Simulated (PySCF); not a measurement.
Proton affinity of hydrogen selenide, site by site

System: hydrogen selenide, `[SeH2]` (H2Se). Optimised structure (Å), atoms numbered from 1:
```
Se    0.0104    0.6834   -0.0055
H    -1.0443   -0.3397   -0.0197
H     1.0564   -0.3488   -0.0009
```

Computed at ωB97X-D3(BJ)/def2-TZVP // PBE0-D3(BJ)/def2-SVP with PySCF (density fitting, grid level 2). Thermal corrections: PBE0-D3(BJ)/def2-SVP frequencies, unscaled, ideal gas at 298.15 K and 1 bar, quasi-RRHO entropy.

| site | product | PA / kJ/mol | GB / kJ/mol |
| --- | --- | --- | --- |
| Se1 (selenium) | [H3Se]+ | 724 | 693 |

PA is −ΔH and GB is −ΔG of B + H⁺ → BH⁺ in the gas phase.

In DMF the product from Se1 is solvated 288 kJ/mol more strongly than the parent (electrostatics only).

Measured values (NIST Chemistry WebBook, evaluated or the median of agreeing entries): proton affinity (−ΔH) 708 kJ/mol (computed 724, difference 16); gas-phase basicity (−ΔG) 676 kJ/mol (computed 693, difference 16).

Caveats: atoms from Ga to Kr are treated without relativity.

Run with `OMP_NUM_THREADS=1 python redox_run.py task.json out` on 1 thread of Arm Neoverse V1, a shared host. Structures, frequencies and single points: 18 s of wall time.

Differences come from unrounded values, so a last digit can differ from that of the printed terms.
